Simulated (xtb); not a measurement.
Job for xtb: GFN2-xTB on CH8GeSi (SMILES C[SiH2][GeH3]).

```
$ xtb mol.xyz --gfn 2 --sp --chrg 0 --uhf 0
11

C     -1.74123365    -0.08349125    -0.10250961
Si    -0.17580209    -0.21480972     0.93093117
Ge     1.76006468     0.24290595    -0.39175867
H     -2.62517376    -0.29241880     0.50293220
H     -1.72035410    -0.79504026    -0.92968230
H     -1.84591258     0.91866568    -0.52164938
H     -0.22163794     0.74905701     2.05940405
H     -0.05055726    -1.57856351     1.50458730
H      1.69084087     1.66035456    -0.99528832
H      1.87346898    -0.75295360    -1.56375309
H      3.05629686     0.14629392     0.43493942
```

It printed:

```
[...]
           -------------------------------------------------
          |                Calculation Setup                |
           -------------------------------------------------



           -------------------------------------------------
          |                 G F N 2 - x T B                 |
           -------------------------------------------------

        Reference                      10.1021/acs.jctc.8b01176
      * Hamiltonian:
        H0-scaling (s, p, d)           1.850000    2.230000    2.230000
        zeta-weighting                 0.500000
      * Dispersion:
        s8                             2.700000
        a1                             0.520000
        a2                             5.000000
        s9                             5.000000
      * Repulsion:
        kExp                           1.500000    1.000000
        rExp                           1.000000
      * Coulomb:
        alpha                          2.000000
        third order                    shell-resolved
        anisotropic                    true
        a3                             3.000000
        a5                             4.000000
        cn-shift                       1.200000
        cn-exp                         4.000000
        max-rad                        5.000000


          ...................................................
          :                      SETUP                      :
          :.................................................:
          :  # basis functions                  32          :
          :  # atomic orbitals                  30          :
          :  # shells                           16          :
          :  # electrons                        20          :
          :  max. iterations                   250          :
          :  Hamiltonian                  GFN2-xTB          :
          :  restarted?                      false          :
          :  GBSA solvation                  false          :
          :  PC potential                    false          :
          :  electronic temp.          300.0000000     K    :
          :  accuracy                    1.0000000          :
          :  -> integral cutoff          0.2500000E+02      :
          :  -> integral neglect         0.1000000E-07      :
          :  -> SCF convergence          0.1000000E-05 Eh   :
          :  -> wf. convergence          0.1000000E-03 e    :
          :  Broyden damping             0.4000000          :
          :  net charge                          0          :
          :  unpaired electrons                  0          :
          ...................................................

 iter      E             dE          RMSdq      gap      omega  full diag
   1     -9.8172993 -0.981730E+01  0.645E+00    5.75       0.0  T
   2     -9.9019778 -0.846785E-01  0.475E+00    4.65       1.0  T
   3     -9.9523512 -0.503735E-01  0.195E+00    5.20       1.0  T
   4     -9.9520872  0.264060E-03  0.139E+00    5.05       1.0  T
   5     -9.9552502 -0.316301E-02  0.400E-01    5.14       1.0  T
   6     -9.9552136  0.365789E-04  0.389E-01    5.15       1.0  T
   7     -9.9554013 -0.187702E-03  0.121E-01    5.13       1.0  T
   8     -9.9554206 -0.192999E-04  0.264E-02    5.12       1.1  T
   9     -9.9554207 -0.123809E-06  0.808E-03    5.12       3.7  T
  10     -9.9554208 -0.725334E-07  0.364E-03    5.12       8.3  T
  11     -9.9554208 -0.224751E-07  0.142E-03    5.12      21.3  T
  12     -9.9554208 -0.312883E-08  0.452E-04    5.12      66.7  T
  13     -9.9554208 -0.106830E-09  0.183E-04    5.12     165.0  T

   *** convergence criteria satisfied after 13 iterations ***

         #    Occupation            Energy/Eh            Energy/eV
      -------------------------------------------------------------
         1        2.0000           -0.7211522             -19.6236
       ...           ...                  ...                  ...
         4        2.0000           -0.4748644             -12.9217
         5        2.0000           -0.4740493             -12.8995
         6        2.0000           -0.4320485             -11.7566
         7        2.0000           -0.4300676             -11.7027
         8        2.0000           -0.4249503             -11.5635
         9        2.0000           -0.4155494             -11.3077
        10        2.0000           -0.3758599             -10.2277 (HOMO)
        11                         -0.1876514              -5.1063 (LUMO)
        12                         -0.1851835              -5.0391
        13                         -0.1702602              -4.6330
        14                         -0.1177905              -3.2052
        15                         -0.1124331              -3.0595
       ...                                ...                  ...
        30                          1.2434009              33.8347
      -------------------------------------------------------------
                  HL-Gap            0.1882086 Eh            5.1214 eV
             Fermi-level           -0.2817556 Eh           -7.6670 eV

 SCC (total)                   0 d,  0 h,  0 min,  0.007 sec
 SCC setup                      ...        0 min,  0.000 sec (  1.743%)
 Dispersion                     ...        0 min,  0.000 sec (  0.775%)
 classical contributions        ...        0 min,  0.000 sec (  0.325%)
 integral evaluation            ...        0 min,  0.001 sec ( 15.264%)
 iterations                     ...        0 min,  0.004 sec ( 51.966%)
 molecular gradient             ...        0 min,  0.002 sec ( 28.376%)
 printout                       ...        0 min,  0.000 sec (  1.373%)

         :::::::::::::::::::::::::::::::::::::::::::::::::::::
         ::                     SUMMARY                     ::
         :::::::::::::::::::::::::::::::::::::::::::::::::::::
         :: total energy              -9.858962018388 Eh    ::
         :: gradient norm              0.030724045466 Eh/a0 ::
         :: HOMO-LUMO gap              5.121415376493 eV    ::
         ::.................................................::
         :: SCC energy                -9.955412439210 Eh    ::
         :: -> isotropic ES            0.012098115412 Eh    ::
         :: -> anisotropic ES          0.003286969763 Eh    ::
         :: -> anisotropic XC          0.005545661375 Eh    ::
         :: -> dispersion             -0.005919844541 Eh    ::
         :: repulsion energy           0.096450420822 Eh    ::
         :: add. restraining           0.000000000000 Eh    ::
         :: total charge               0.000000000000 e     ::
         :::::::::::::::::::::::::::::::::::::::::::::::::::::

           -------------------------------------------------
          |                Property Printout                |
           -------------------------------------------------

    * Orbital Energies and Occupations

         #    Occupation            Energy/Eh            Energy/eV
      -------------------------------------------------------------
         1        2.0000           -0.7211522             -19.6236
         2        2.0000           -0.5919889             -16.1088
         3        2.0000           -0.5633190             -15.3287
         4        2.0000           -0.4748644             -12.9217
         5        2.0000           -0.4740493             -12.8995
         6        2.0000           -0.4320485             -11.7566
         7        2.0000           -0.4300676             -11.7027
         8        2.0000           -0.4249503             -11.5635
         9        2.0000           -0.4155494             -11.3077
        10        2.0000           -0.3758599             -10.2277 (HOMO)
        11                         -0.1876514              -5.1063 (LUMO)
        12                         -0.1851835              -5.0391
        13                         -0.1702602              -4.6330
        14                         -0.1177905              -3.2052
        15                         -0.1124331              -3.0595
        16                         -0.0904209              -2.4605
        17                         -0.0447920              -1.2189
        18                         -0.0342122              -0.9310
        19                          0.0706633               1.9228
        20                          0.0805093               2.1908
        21                          0.0930211               2.5312
       ...                                ...                  ...
        30                          1.2434009              33.8347
      -------------------------------------------------------------
                  HL-Gap            0.1882086 Eh            5.1214 eV
             Fermi-level           -0.2817556 Eh           -7.6670 eV

     #   Z          covCN         q      C6AA      α(0)
     1   6 C        3.650    -0.197    24.743     7.145
     2  14 Si       3.621     0.429    99.571    19.149
     3  32 Ge       3.700     0.035   171.281    23.499
     4   1 H        0.924     0.026     2.637     2.540
     5   1 H        0.924     0.032     2.565     2.505
     6   1 H        0.924     0.032     2.565     2.505
     7   1 H        0.912    -0.100     5.562     3.689
     8   1 H        0.912    -0.100     5.562     3.689
     9   1 H        0.926    -0.053     4.171     3.194
    10   1 H        0.926    -0.053     4.170     3.193
    11   1 H        0.927    -0.052     4.129     3.177

 Mol. C6AA /au·bohr⁶  :       1890.482646
 Mol. C8AA /au·bohr⁸  :      84038.603678
 Mol. α(0) /au        :         74.283680


Wiberg/Mayer (AO) data.
largest (>0.10) Wiberg bond orders for each atom

 ---------------------------------------------------------------------------
     #   Z sym  total        # sym  WBO       # sym  WBO       # sym  WBO
 ---------------------------------------------------------------------------
     1   6 C    3.980 --     4 H    0.990     5 H    0.985     6 H    0.985
                             2 Si   0.922
     2  14 Si   3.607 --     1 C    0.922     7 H    0.876     8 H    0.876
                             3 Ge   0.756
     3  32 Ge   3.500 --    11 H    0.870     9 H    0.870    10 H    0.870
                             2 Si   0.756
     4   1 H    0.999 --     1 C    0.990
     5   1 H    0.999 --     1 C    0.985
     6   1 H    0.999 --     1 C    0.985
     7   1 H    0.990 --     2 Si   0.876
     8   1 H    0.990 --     2 Si   0.876
     9   1 H    0.997 --     3 Ge   0.870
    10   1 H    0.997 --     3 Ge   0.870
    11   1 H    0.997 --     3 Ge   0.870
 ---------------------------------------------------------------------------

Topologies differ in total number of bonds
Writing topology from bond orders to xtbtopo.mol

molecular dipole:
                 x           y           z       tot (Debye)
 q only:       -0.326      -0.083       0.249
   full:       -0.488      -0.051       0.062       1.257
molecular quadrupole (traceless):
                xx          xy          yy          xz          yz          zz
 q only:       -1.775      -0.408       0.916       0.783       0.099       0.860
  q+dip:       -1.837      -0.681       1.825       1.550       0.597       0.012
   full:       -1.010      -0.525       1.117       1.384       0.432      -0.107


           -------------------------------------------------
          | TOTAL ENERGY               -9.858962018388 Eh   |
          | GRADIENT NORM               0.030724045466 Eh/α |
          | HOMO-LUMO GAP               5.121415376493 eV   |
           -------------------------------------------------

------------------------------------------------------------------------
------------------------------------------------------------------------
 total:
Note: The following floating-point exceptions are signalling: IEEE_UNDERFLOW_FLAG IEEE_DENORMAL
normal termination of xtb
 SCF:
```

The run finished.

Cost: around 0.03 core-seconds (rough).
